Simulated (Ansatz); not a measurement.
## Molecular dynamics of ClH5OSn

input.yaml

```yaml
crystal:
  periodic: [false, false, false]
  atoms:
    - { symbol: Sn, position_ang: [-0.008601, 0.109624, -0.03966] }
    - { symbol: O, position_ang: [0.321545, 0.100965, 2.095369] }
    - { symbol: H, position_ang: [-0.387436, -0.11323, 2.718834] }
    - { symbol: H, position_ang: [1.5056, -0.138753, -0.779552] }
    - { symbol: Cl, position_ang: [-1.389225, 1.557661, -1.311507] }
    - { symbol: H, position_ang: [-1.033273, -1.26359, 0.039191] }
    - { symbol: H, position_ang: [0.606933, 1.864123, 0.877916] }
    - { symbol: H, position_ang: [0.507356, 1.2791, 1.675111] }
basis:
  gaussian: { orbitals: def2-SVP }
hamiltonian:
  xc: pbe0
md:
  timestep: 0.5
  n_steps: 200
  ensemble: nve
  temperature: 300.0
  initial_velocities: maxwell_boltzmann
  seed: 11089
```

Launched with:

```bash
$ ansatz run input.yaml --threads 2 --pin off --max-ram 3072MiB --backend cpu --events-out ev --progress --plain --runs-dir out
```

It starts at the highest image of a converged band. Of that band: Neighbouring images differ by up to 1.3 eV, so the band resolves the path poorly. A vibrational analysis at the climbing image gives one clearly imaginary mode, 1349i cm⁻¹: a first-order saddle point.

Output, in part (one step line in 7, the closing report, with atoms numbered from 0):

```
md step     0: t =     0.00 fs  T =   300.0 K  F+E_penalty+E_count = -20469.58784738 eV  E_kin = 0.232668 eV  conserved = -20469.35517938 eV  (23 SCF iters)
md step     7: t =     3.50 fs  T =   169.1 K  F+E_penalty+E_count = -20469.48570562 eV  E_kin = 0.131150 eV  conserved = -20469.35455585 eV  (26 SCF iters)
md step    14: t =     7.00 fs  T =   206.6 K  F+E_penalty+E_count = -20469.51467977 eV  E_kin = 0.160245 eV  conserved = -20469.35443496 eV  (26 SCF iters)
md step    21: t =    10.50 fs  T =   548.3 K  F+E_penalty+E_count = -20469.78025166 eV  E_kin = 0.425255 eV  conserved = -20469.35499684 eV  (27 SCF iters)
md step    28: t =    14.00 fs  T =   736.2 K  F+E_penalty+E_count = -20469.92635598 eV  E_kin = 0.570993 eV  conserved = -20469.35536250 eV  (26 SCF iters)
md step    35: t =    17.50 fs  T =   718.7 K  F+E_penalty+E_count = -20469.91161513 eV  E_kin = 0.557393 eV  conserved = -20469.35422177 eV  (27 SCF iters)
md step    42: t =    21.00 fs  T =  1235.9 K  F+E_penalty+E_count = -20470.31443613 eV  E_kin = 0.958539 eV  conserved = -20469.35589738 eV  (27 SCF iters)
md step    49: t =    24.50 fs  T =  1342.2 K  F+E_penalty+E_count = -20470.39611583 eV  E_kin = 1.040949 eV  conserved = -20469.35516671 eV  (27 SCF iters)
md step    56: t =    28.00 fs  T =  1273.5 K  F+E_penalty+E_count = -20470.34191603 eV  E_kin = 0.987648 eV  conserved = -20469.35426841 eV  (27 SCF iters)
md step    63: t =    31.50 fs  T =  1670.0 K  F+E_penalty+E_count = -20470.65049365 eV  E_kin = 1.295211 eV  conserved = -20469.35528315 eV  (26 SCF iters)
md step    70: t =    35.00 fs  T =  1766.4 K  F+E_penalty+E_count = -20470.72558911 eV  E_kin = 1.369946 eV  conserved = -20469.35564360 eV  (25 SCF iters)
md step    77: t =    38.50 fs  T =  1628.0 K  F+E_penalty+E_count = -20470.61718749 eV  E_kin = 1.262598 eV  conserved = -20469.35458968 eV  (26 SCF iters)
md step    84: t =    42.00 fs  T =  1861.6 K  F+E_penalty+E_count = -20470.79944648 eV  E_kin = 1.443762 eV  conserved = -20469.35568496 eV  (25 SCF iters)
md step    91: t =    45.50 fs  T =  1644.0 K  F+E_penalty+E_count = -20470.62972181 eV  E_kin = 1.274998 eV  conserved = -20469.35472423 eV  (27 SCF iters)
md step    98: t =    49.00 fs  T =  1568.6 K  F+E_penalty+E_count = -20470.57126737 eV  E_kin = 1.216508 eV  conserved = -20469.35475951 eV  (26 SCF iters)
md step   105: t =    52.50 fs  T =  1611.4 K  F+E_penalty+E_count = -20470.60521146 eV  E_kin = 1.249773 eV  conserved = -20469.35543798 eV  (29 SCF iters)
md step   112: t =    56.00 fs  T =  1472.1 K  F+E_penalty+E_count = -20470.49694572 eV  E_kin = 1.141704 eV  conserved = -20469.35524177 eV  (29 SCF iters)
md step   119: t =    59.50 fs  T =  1418.3 K  F+E_penalty+E_count = -20470.45464497 eV  E_kin = 1.099973 eV  conserved = -20469.35467237 eV  (29 SCF iters)
md step   126: t =    63.00 fs  T =  1602.0 K  F+E_penalty+E_count = -20470.59772849 eV  E_kin = 1.242463 eV  conserved = -20469.35526554 eV  (25 SCF iters)
md step   133: t =    66.50 fs  T =  1707.3 K  F+E_penalty+E_count = -20470.67918676 eV  E_kin = 1.324130 eV  conserved = -20469.35505659 eV  (26 SCF iters)
md step   140: t =    70.00 fs  T =  1722.2 K  F+E_penalty+E_count = -20470.69037440 eV  E_kin = 1.335678 eV  conserved = -20469.35469622 eV  (26 SCF iters)
md step   147: t =    73.50 fs  T =  1938.6 K  F+E_penalty+E_count = -20470.85922174 eV  E_kin = 1.503505 eV  conserved = -20469.35571677 eV  (26 SCF iters)
md step   154: t =    77.00 fs  T =  1772.9 K  F+E_penalty+E_count = -20470.73035897 eV  E_kin = 1.375006 eV  conserved = -20469.35535338 eV  (27 SCF iters)
md step   161: t =    80.50 fs  T =  1467.7 K  F+E_penalty+E_count = -20470.49264003 eV  E_kin = 1.138303 eV  conserved = -20469.35433655 eV  (28 SCF iters)
md step   168: t =    84.00 fs  T =  1694.0 K  F+E_penalty+E_count = -20470.66949693 eV  E_kin = 1.313796 eV  conserved = -20469.35570090 eV  (26 SCF iters)
md step   175: t =    87.50 fs  T =  1449.0 K  F+E_penalty+E_count = -20470.47855153 eV  E_kin = 1.123758 eV  conserved = -20469.35479401 eV  (26 SCF iters)
md step   182: t =    91.00 fs  T =  1427.4 K  F+E_penalty+E_count = -20470.46186780 eV  E_kin = 1.107022 eV  conserved = -20469.35484557 eV  (26 SCF iters)
md step   189: t =    94.50 fs  T =  1697.9 K  F+E_penalty+E_count = -20470.67253118 eV  E_kin = 1.316804 eV  conserved = -20469.35572768 eV  (28 SCF iters)
md step   196: t =    98.00 fs  T =  1477.7 K  F+E_penalty+E_count = -20470.50059381 eV  E_kin = 1.146053 eV  conserved = -20469.35454096 eV  (28 SCF iters)
md step   200: t =   100.00 fs  T =  1476.7 K  F+E_penalty+E_count = -20470.49947474 eV  E_kin = 1.145252 eV  conserved = -20469.35422237 eV  (25 SCF iters)
Total energy: -20470.49950589 eV, -752.2769814385 hartree
Atom 0 at     0.013762     0.145491    -0.336609 Å, force     1.527011     1.651853     0.666140 eV/Å
Atom 1 at     0.324198     0.057535     4.344620 Å, force     0.103487    -2.071968    -0.381685 eV/Å
Atom 2 at    -0.099498    -0.726287     3.936041 Å, force    -0.887514     1.065761    -0.291547 eV/Å
Atom 3 at     0.088028    -1.347506    -1.085791 Å, force    -0.152554    -0.532931    -0.090052 eV/Å
Atom 4 at    -1.493111     1.537251    -1.434021 Å, force    -0.693866     0.101139    -0.209752 eV/Å
Atom 5 at    -0.292265     0.269245     1.411017 Å, force     0.118396    -0.256273    -0.887205 eV/Å
Atom 6 at     1.462995     1.155568    -0.816273 Å, force    -0.773957    -0.956461     0.559554 eV/Å
Atom 7 at     1.017633    -0.540207     4.666097 Å, force     0.758998     0.998880     0.634547 eV/Å
Dipole moment:     0.345335    -0.854826     0.280146 e Å
```

All steps were run. The conserved energy stayed within 0.17 meV per atom of its start (net change 0.12 meV per atom), so the integration is sound. The system heated up, since it started high on the potential surface and ran downhill. A run of 0.1 ps of so small a system gives no equilibrium averages. The orbitals stay closed-shell, which can raise the energy where a bond breaks towards radicals; this wasn't checked here.

The step under study would form Sn1–H7, O2–H8 and break Sn1–O2, H7–H8. These pairs go: Sn1–H7 2.07 → 1.83 Å, O2–H8 1.26 → 0.97 Å, Sn1–O2 2.16 → 4.69 Å, H7–H8 0.99 → 5.76 Å. In the last frame they stand as after the step (other bonds may differ from the relaxed reactants and products). It ends as ClH3Sn + H2O. Pairs count as bonded within 1.25 times the sum of covalent radii (0.12 Å more for H–H).

Last frame:

```xyz
8
Properties=species:S:1:pos:R:3
Sn 0.014 0.145 -0.337
O 0.324 0.058 4.345
H -0.100 -0.726 3.936
H 0.088 -1.347 -1.086
Cl -1.493 1.537 -1.434
H -0.292 0.269 1.411
H 1.463 1.156 -0.816
H 1.018 -0.540 4.666
```

The run took 3.4 min on 2 threads of Intel(R) Xeon(R) 6975P-C (Granite Rapids), on a shared host, peak memory 0.21 GiB.
